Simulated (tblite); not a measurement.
C2H9ClOSi2.
Bonds: C1–O2, O2–C3, C3–Si4, Si4–Si5, Si5–Cl6. Hydrogens: H7, H8, H9 on C1; H10, H11 on C3; H12, H13 on Si4; H14, H15 on Si5.

Computed with GFN2-xTB (tblite), gas phase: L-BFGS steps from a force-field or distance-geometry start until the largest atomic force falls under 0.01 eV/Å.

Step 87: E = -570.5493 eV
```
atom  x, y, z in Å  |  force x, y, z in eV/Å
C1      2.2103    0.4663    0.8240    0.014  -0.015   0.006
O2      0.9843    0.4228    0.1454   -0.002   0.016   0.026
C3      0.6315   -0.8700   -0.3142   -0.009   0.008   0.011
Si4    -1.0535   -0.5527   -1.1523   -0.011   0.014   0.002
Si5    -2.2319    0.7608    0.3532    0.011  -0.017  -0.031
Cl6    -2.4616   -0.2400    2.1051   -0.017   0.006   0.000
H7      3.0322    0.1623    0.1643    0.036   0.007   0.000
H8      2.2033   -0.1955    1.6991   -0.018  -0.011   0.012
H9      2.3641    1.4934    1.1506   -0.016   0.002  -0.027
H10     0.5589   -1.5638    0.5342    0.009  -0.025   0.002
H11     1.4060   -1.2623   -0.9853   -0.014   0.009  -0.019
H12    -0.7893    0.1443   -2.4154   -0.004   0.015  -0.005
H13    -1.6384   -1.8551   -1.5113    0.012  -0.001   0.020
H14    -3.5924    1.0579   -0.1128    0.001  -0.008   0.023
H15    -1.6280    2.0396    0.7234    0.008   0.001  -0.019
```

Step 88: E = -570.5496 eV
```
atom  x, y, z in Å  |  force x, y, z in eV/Å
C1      2.2032    0.4669    0.8285    0.016  -0.014   0.005
O2      0.9804    0.4209    0.1447   -0.009   0.018   0.021
C3      0.6334   -0.8715   -0.3198   -0.012   0.007   0.007
Si4    -1.0543   -0.5573   -1.1538   -0.015   0.031   0.023
Si5    -2.2239    0.7624    0.3544    0.006  -0.009  -0.054
Cl6    -2.4537   -0.2355    2.1068   -0.017   0.003   0.009
H7      3.0302    0.1726    0.1712    0.037  -0.002  -0.009
H8      2.1957   -0.2003    1.6992   -0.014  -0.008   0.017
H9      2.3494    1.4932    1.1604   -0.013   0.011  -0.013
H10     0.5663   -1.5693    0.5259    0.006  -0.024  -0.004
H11     1.4084   -1.2564   -0.9947   -0.010   0.004  -0.017
H12    -0.7966    0.1357   -2.4201   -0.002   0.015  -0.009
H13    -1.6421   -1.8597   -1.5038    0.007  -0.016   0.012
H14    -3.5844    1.0650   -0.1102    0.008  -0.013   0.027
H15    -1.6164    2.0412    0.7196    0.009  -0.004  -0.016
```

Step 89: E = -570.5500 eV
```
atom  x, y, z in Å  |  force x, y, z in eV/Å
C1      2.1953    0.4670    0.8345    0.015  -0.008   0.003
O2      0.9767    0.4199    0.1440   -0.014   0.010   0.011
C3      0.6361   -0.8718   -0.3274   -0.012   0.003   0.001
Si4    -1.0559   -0.5627   -1.1552   -0.011   0.040   0.038
Si5    -2.2143    0.7642    0.3548   -0.003   0.006  -0.060
Cl6    -2.4454   -0.2290    2.1092   -0.015   0.003   0.012
H7      3.0289    0.1841    0.1805    0.032  -0.013  -0.013
H8      2.1851   -0.2074    1.6997   -0.004   0.000   0.018
H9      2.3326    1.4918    1.1730   -0.008   0.019   0.006
H10     0.5766   -1.5751    0.5147    0.002  -0.019  -0.013
H11     1.4110   -1.2475   -1.0075   -0.008   0.003  -0.011
H12    -0.8080    0.1249   -2.4264    0.001   0.012  -0.009
H13    -1.6453   -1.8667   -1.4928    0.003  -0.026   0.004
H14    -3.5747    1.0731   -0.1068    0.009  -0.018   0.027
H15    -1.6031    2.0432    0.7139    0.012  -0.011  -0.013
```

Q: Estimate the geometry and energy of step 90. (The exact step hangs on the optimiser's Hessian estimate; all steps are aligned on step 89, rigid shifts and turns removed.)

A: E = -570.5504 eV, largest force 0.047 eV/Å
```
atom  x, y, z in Å  |  force x, y, z in eV/Å
C1      2.1894    0.4661    0.8402    0.007   0.000   0.001
O2      0.9742    0.4202    0.1437   -0.013  -0.002  -0.001
C3      0.6386   -0.8702   -0.3345   -0.009  -0.003  -0.004
Si4    -1.0580   -0.5672   -1.1558   -0.001   0.031   0.034
Si5    -2.2064    0.7651    0.3543   -0.013   0.021  -0.040
Cl6    -2.4400   -0.2217    2.1123   -0.010   0.005   0.006
H7      3.0284    0.1922    0.1891    0.022  -0.022  -0.011
H8      2.1750   -0.2145    1.7006    0.009   0.008   0.015
H9      2.3199    1.4896    1.1847    0.000   0.025   0.022
H10     0.5866   -1.5789    0.5039   -0.003  -0.014  -0.022
H11     1.4128   -1.2381   -1.0200   -0.008   0.006  -0.005
H12    -0.8210    0.1163   -2.4316    0.003   0.006  -0.005
H13    -1.6453   -1.8750   -1.4822    0.001  -0.025  -0.001
H14    -3.5664    1.0795   -0.1037   -0.001  -0.020   0.021
H15    -1.5922    2.0445    0.7072    0.016  -0.015  -0.010
```

The energy changes by -0.0004 eV. The first-order estimate −F·Δx gives -0.0005 eV and the mean of the old and new forces, exact on a quadratic surface, -0.0004 eV. The step makes an angle of 84° with the force vector and moves no atom by more than 0.017 Å.

What follows is the cost of the whole relaxation. The run took 1.5 s wall on one thread of an Arm Neoverse N1, no GPU, shared host with 64 logical CPUs at a one-minute load of 57.
